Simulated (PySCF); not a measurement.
**Sc (scandium, neutral): UHF calculation**

Configuration: [Ar] 4s2 5s1, 2S determinant (an excited configuration). Calculation: PySCF 2.14, in aug-cc-pVDZ-DK (7s6p4d2f, 59 functions); scalar relativity by spin-free X2C-1e.

```
Total energy                        : -763.086782 hartree
One-electron energy                 : -1037.1773 hartree
Hartree (Coulomb) energy            : 312.0413 hartree
Exchange energy                     : -37.9508 hartree
⟨S²⟩                                : 0.7501
⟨L²⟩                                : 0.000
Sum of ⟨r⟩                          : 27.64 bohr
Sum of ⟨r²⟩                         : 134.1 bohr²
Langevin diamagnetic susceptibility : -106 ×10⁻⁶ cm³/mol
```

```
shell  electrons  mean orbital energy (hartree)  rms radius, mean of both spins (bohr)
 1s α          1                     -167.24725                                 0.0844
 1s β          1                     -167.24680                                 0.0844
 2s α          1                      -19.71079                                  0.370
 2s β          1                      -19.71006                                  0.370
 2p α          3                      -16.13015                                  0.340
 2p β          3                      -16.12985                                  0.340
 3s α          1                       -2.96733                                   1.13
 3s β          1                       -2.96568                                   1.13
 3p α          3                       -1.92330                                   1.26
 3p β          3                       -1.92253                                   1.26
 4s α          1                       -0.37739                                   3.46
 4s β          1                       -0.37170                                   3.46
 5s α          1                       -0.08172                                   9.85
```

The outer electron is Rydberg-like, and this basis confines it to a smaller radius and binds it less than a complete one would.

Densities and radii are taken from the X2C orbitals without a picture-change correction, which distorts them close to the nucleus.
